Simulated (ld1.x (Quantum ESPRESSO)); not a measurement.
# Ranking RRKJ potentials for cobalt

All share these settings but for the change named:

- Element: Co
- Generator: ld1.x (Quantum ESPRESSO) 7.5
- Type: norm-conserving RRKJ (Kleinman–Bylander form)
- Functional: LDA (PZ)
- Relativity: scalar-relativistic
- Frozen core: [Ar]
- Valence charge: 9
- Reference configuration: 3d7 4s2 4p0
- Partial waves: 4p (bound, empty): rc 2.95 bohr; 3d (bound): rc 0.90 bohr; 4s (bound): rc 2.20 bohr
- Local potential: the s channel
- Core correction: a·sin(br)/r model core inside 0.75 bohr

Test errors are all-electron minus pseudo excitation energies from the reference, over 3d7 4s1 4p0; 3d7 4s0 4p0; 3d6 4s0 4p0; 3d8 4s1 4p0; 3d7 4s1.5 4p0; 3d7 4s0 4p1; 3d6 4s2 4p1. None of these files shows a bound ghost.

The base gives 502.6 meV.

Of 6 variants that were run, those that failed, showed a ghost or another fault, or gave nearly equal values are left out.

A variant can come out equal or close to the base, since the largest error may sit in a test that the change hardly touches while other tests move.

(1) Rank these variants by their largest absolute test error, smallest first.
A. wave 4s (bound): rc 2.20 bohr becomes 4s (bound): rc 2.46 bohr
B. wave 4s (bound): rc 2.20 bohr becomes 4s (bound): rc 2.94 bohr
C. wave 4s (bound): rc 2.20 bohr becomes 4s (bound): rc 3.14 bohr

Results:

(1) A (529.3 meV), B (779.1 meV), C (955.3 meV).
